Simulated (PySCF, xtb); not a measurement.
H₅W, SMILES [WH5+] (connectivity only; charge and spin as stated), charge +1, multiplicity 1.

GFN2-xTB in xtb at its own geometry gives an orbital gap of 4.00 eV.

Geometry optimised at B3LYP-D3(BJ)/def2-TZVPD. The multiplicity is an assumed one; other spin states were not compared. The def2 effective core potentials stand for the cores of W; spin–orbit coupling is left out.

Task: What does M06-2X/def2-TZVPD run with PySCF give? (The exact figures need the calculation; the answer reports its results.)

Result: gap 7.20 eV (levels -16.53 and -9.33 eV).
